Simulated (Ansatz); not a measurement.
F3Ge (`[F][Ge]([F])[F]`) radical. Total charge 0; spin multiplicity 2.

Z-matrix (Å, degrees):
```
Ge
F 1 1.721
F 1 1.721 2 106.5
F 1 1.721 2 106.5 3 -113.4
```

Q: What are the harmonic wavenumbers in cm⁻¹ at PBE0-D4/def2-TZVP (Ansatz, finite differences of forces, unscaled)? (Estimate.)

A: Computed: 210, 210, 266, 699, 728, 728.

Q: Is this a minimum?

A: Yes, all 6 modes are real.

Q: Give the ideal-gas thermochemistry at 298.15 K and 1 bar (rigid rotor, harmonic oscillator; point group C3v, symmetry number 3).

A: Zero-point energy 17.0 kJ/mol; H(298) − E = 31.8 kJ/mol; entropy 299.8 J/(mol·K), of which translation 169.5, rotation 97.1, vibration 27.4, electronic 5.8; G(298) − E = -57.6 kJ/mol.

Q: And at 400, 500, 600, 800 and 1000 K?

A: 
```tsv
T (K)	H − E (kJ/mol)	S (J/mol/K)	G − E (kJ/mol)
400	38.8	320.0	-89.2
500	46.2	336.4	-122.0
600	53.8	350.3	-156.4
800	69.5	372.8	-228.8
1000	85.6	390.7	-305.2
```

Q: Rotational constants (cm⁻¹)?

A: 0.1964, 0.1964, 0.1167.
